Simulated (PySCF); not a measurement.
C₃H₁₀ClNSi, SMILES C[C@@H](N)[Si@@H](Cl)C.

The structure is a stationary point at PBE-D3(BJ)/def2-SVP. The structure was generated by enumeration; whether it is a known compound was not checked. The values are those of a single conformer.

Calculation: PySCF 2.14.0 with PBE-D3(BJ)/def2-SVP.

Frequencies are harmonic and unscaled.

```csv
mode,ν (cm⁻¹),IR (km/mol),moving atoms (share of kinetic energy)
1,51,0.2,"C 34 %, N 27 %, H 24 %, Cl 12 %"
2,115,0.5,"Cl 28 %, H 22 %, C 22 %, Si 14 %, N 14 %"
3,155,0.6,"H 34 %, C 31 %, N 27 %"
4,171,2.5,H 92 %
5,183,2.1,"C 40 %, H 26 %, Cl 21 %, Si 11 %"
6,237,0.6,H 83 %
7,268,3.4,"H 35 %, C 32 %, Cl 18 %, Si 10 %"
8,291,42.2,H 88 %
9,336,36.9,"Si 34 %, H 30 %, N 21 %, C 14 %"
10,417,1.3,"C 41 %, H 40 %, N 14 %"
11,515,43.6,"Si 37 %, Cl 35 %, C 15 %, H 12 %"
12,598,14.5,"C 35 %, H 33 %, Si 25 %"
13,647,8.4,"H 70 %, C 23 %"
14,718,13.8,"H 75 %, C 18 %"
15,729,49.9,"H 43 %, Si 29 %, C 28 %"
16,804,88.8,"H 62 %, N 27 %, C 10 %"
17,820,232.2,"H 75 %, Si 13 %, C 9 %"
18,861,78.6,"H 78 %, C 15 %"
19,886,16.4,"H 59 %, C 29 %, N 9 %"
20,950,16.6,"H 80 %, C 17 %"
21,1050,6.7,"H 51 %, C 45 %"
22,1067,11.4,"H 64 %, C 24 %, N 11 %"
23,1146,2.4,"C 53 %, H 33 %, N 13 %"
24,1210,28.6,"H 78 %, C 22 %"
25,1235,1.1,"H 68 %, C 30 %"
26,1321,1.1,"H 80 %, C 15 %"
27,1336,4.6,"H 79 %, C 19 %"
28,1376,4.4,H 96 %
29,1386,3.0,H 96 %
30,1412,9.8,H 96 %
31,1418,1.8,H 95 %
32,1584,16.4,H 92 %
33,2151,129.0,H 97 %
34,2945,27.1,H 97 %
35,2970,8.5,H 92 %
36,2975,2.3,H 97 %
37,3027,24.5,"H 91 %, C 9 %"
38,3045,19.7,"H 91 %, C 9 %"
39,3074,2.9,"H 91 %, C 9 %"
40,3088,0.9,"H 91 %, C 9 %"
41,3386,2.9,H 96 %
42,3467,0.3,"H 92 %, N 8 %"
```
